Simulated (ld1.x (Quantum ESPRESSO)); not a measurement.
Values are calculated unless marked as measured or tabulated.
# Potentials for lead (Pb) compared

Generated with ld1.x 7.5 (TM, RRKJ, ultrasoft, PAW), atompaw 4.2 or ONCVPSP 4.0.1. The cutoff is in Ry: for ld1.x and atompaw files where the sum of valence levels is converged to 10 mRy in a Bessel basis, for ONCV files where the hardest occupied wave has 1 mHa per electron of residual kinetic energy. The error is the largest all-electron minus pseudo excitation energy over each file’s own four to seven test configurations (ionisations up to +4, promotions, holes and added fractions of an electron), all of which were solved. The labels leave out finer settings (local radius, basis sizes, second energies), which also bear on the numbers. Spin-polarised tests are not counted. The rows are a selection from randomly drawn settings: files with unsolved tests, undetermined cutoffs or missed reference levels are left out.

```csv
potential,cutoff (Ry),largest error (meV),bound ghosts
"TM, PBE, scalar-relativistic, rc 1.45/2.40/1.85 (spd), local s, core correction no, reference 6s2 6p2",90,+256,none
"TM semilocal, PBE, scalar-relativistic, rc 1.70/2.05/2.15 (spd), local d, core correction yes, reference 6s2 6p0.5",40,-318,none
"TM, BLYP, fully relativistic, rc 1.80/2.75/1.95 (spd), local smoothed, core correction yes, reference 5d10 6s2 6p2",50,-79,none
```

Fill in the row for Pb: ultrasoft, PBE, scalar-relativistic, rc 2.20/1.70/1.15 (spd), local smoothed, core correction no, reference 5p6 5d10 6s2 6p2.

cutoff 80 Ry, largest error +20 meV, bound ghosts: none.

Fill in the row for Pb: TM, LDA (PZ), scalar-relativistic, rc 1.60/2.64 (sp), local p, core correction no, reference 6s2 6p0.

cutoff 50 Ry, largest error +366 meV, bound ghosts: none.

Fill in the row for Pb: TM semilocal, PBEsol, scalar-relativistic, rc 1.55/2.45/1.95 (spd), local p, core correction no, reference 5d10 6s2 6p2.

cutoff 55 Ry, largest error +17 meV, bound ghosts: none.
